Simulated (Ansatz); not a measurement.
# Abstraction of Br: InH2Br + C4H9 → InH2 + C4H9Br

Species: InH2Br `[Br][InH2]`, singlet; C4H9 (tert-butyl radical) `C[C](C)C`, doublet; InH2 `[InH2]`, doublet; C4H9Br (2-bromo-2-methylpropane) `CC(C)(C)Br`, singlet. A radical takes Br: the energy is the difference in strength between the In–Br bond broken and the C–Br bond made.

Shapes, held fixed at every level: PBE0-D4/def2-TZVP. Programs: Ansatz 0.2.0. The zero-point and thermal change to 298 K, harmonic and unscaled (PBE0-D4/def2-TZVP), is +2.9 kJ/mol.

```json
{"level": "HF/def2-SVP", "kind": "Hartree–Fock", "ΔH(298 K) (kJ/mol)": "+115.9", "less CCSD(T)/def2-TZVPP": "+54.1"}
{"level": "SPW92/def2-TZVPP", "kind": "LDA", "ΔH(298 K) (kJ/mol)": "+55.7", "less CCSD(T)/def2-TZVPP": "-6.1"}
{"level": "PBE-D4/def2-TZVPP", "kind": "GGA", "ΔH(298 K) (kJ/mol)": "+69.7", "less CCSD(T)/def2-TZVPP": "+7.9"}
{"level": "r2SCAN-D4/def2-TZVPP", "kind": "meta-GGA", "ΔH(298 K) (kJ/mol)": "+85.1", "less CCSD(T)/def2-TZVPP": "+23.3"}
{"level": "B3LYP-D4/def2-TZVPP", "kind": "global hybrid", "ΔH(298 K) (kJ/mol)": "+75.4", "less CCSD(T)/def2-TZVPP": "+13.6"}
{"level": "BHLYP-D4/def2-TZVPP", "kind": "global hybrid", "ΔH(298 K) (kJ/mol)": "+87.4", "less CCSD(T)/def2-TZVPP": "+25.6"}
{"level": "PBE0-D4/def2-TZVPP", "kind": "global hybrid", "ΔH(298 K) (kJ/mol)": "+77.2", "less CCSD(T)/def2-TZVPP": "+15.4"}
{"level": "CCSD(T)/def2-TZVPP", "kind": "coupled cluster or CI", "ΔH(298 K) (kJ/mol)": "+61.8", "less CCSD(T)/def2-TZVPP": "0.0"}
```

The highest level, CCSD(T)/def2-TZVPP, gives ΔH(298 K) = +61.8 kJ/mol; the levels span +55.7 to +115.9. The column of differences is taken from that level and isn't an error. No measured value is set beside it here. Open shells run unrestricted unless RO is named. For atoms past krypton def2 sets carry core potentials with scalar relativity. Relativity is left out for Br unless named. Correlated rows may include outer-core shells of Br, In, which these sets cover unevenly.
